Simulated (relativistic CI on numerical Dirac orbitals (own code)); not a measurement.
## What each ingredient does to the levels of Ru²⁸⁺

Base calculation: Dirac-Coulomb-Breit CI, orbitals from a KLI potential per configuration, QED by a radiative potential, unscaled Slater integrals.

Configurations in the expansion (outside the closed core [Ne]): 3s2.3p4, 3s.3p5, 3s2.3p3.3d, 3p6, 3s.3p4.3d, 3p5.3d, 3s.3p3.3d2, 3s2.3p2.3d.4p, 3p5.4s, 3s2.3p3.4s, 3s.3p3.3d.4s, 3p5.4p, 3s2.3p2.3d2, 3s2.3p.3d3, 3s.3p2.3d3, 3s2.3p.3d2.4s, 3p4.3d2, 3p3.3d3, 3p3.3d2.4s, 3s2.3p2.3d.4s, 3s.3p2.3d2.4s, 3s2.3p.3d.4s2. Double excitations out of closed p, d and f shells are left out; levels of such configurations are missing from the list, as are those of other unlisted configurations, and high levels can miss mixing partners.

Variants: (1) QED terms removed; (2) non-relativistic limit. Shifts of the energy above 3s2.3p4 3P_2, in cm⁻¹, for the lowest level and the first level of each name with at least 55 % of one term (blank where a level changes its place among those of its configuration and J or its character, or is not in the variant):

| Level | Base | Δ(1) | Δ(2) |
| --- | --- | --- | --- |
| 3s2.3p4 3P_2 | 0 | 0 | 0 |
| 3s2.3p4 3P_1 | 221366 | -449 | -221366 |
| 3s2.3p4 1D_2 | 267896 | -439 | -203375 |
| 3s.3p5 3P°_2 | 850508 | +3569 | -239868 |
| 3s2.3p3.3d 5D°_0 | 961643 | +582 | -114832 |
| 3s.3p5 3P°_0 | 1081376 | +2894 | -470736 |
| 3s2.3p3.3d 3D°_1 | 1135270 | +212 |  |
| 3s2.3p3.3d 1S°_0 | 1156735 | +238 | -225828 |
| 3s2.3p3.3d 3F°_3 | 1169679 | +85 | -240110 |
| 3s2.3p3.3d 3D°_3 | 1192982 | -14 |  |
| 3s2.3p3.3d 3G°_4 | 1205931 | +8 |  |
| 3s2.3p3.3d 3G°_5 | 1270150 | -63 | -284903 |
| 3s2.3p3.3d 3D°_2 | 1339189 | +33 |  |
| 3s.3p4.3d 5D_2 | 1742958 | +4806 | -352813 |
| 3s.3p4.3d 5D_3 | 1743618 | +4775 | -353473 |
| 3s.3p4.3d 5D_4 | 1765003 | +4671 | -374858 |
| 3s.3p4.3d 5F_5 | 1842827 | +4882 | -352889 |

At this charge energies of transitions that change n are usually good to better than 1 %, and those within a shell (Δn = 0) to a few per cent.

Ionisation energy from the two ground configurations alone: base 1577.89 eV. The NIST ASD value (semi-empirical) is 1577 eV.

LS names give the leading component of a level, which can be under half, so a name can repeat, a term be missing and a line seem to break the LS rules.
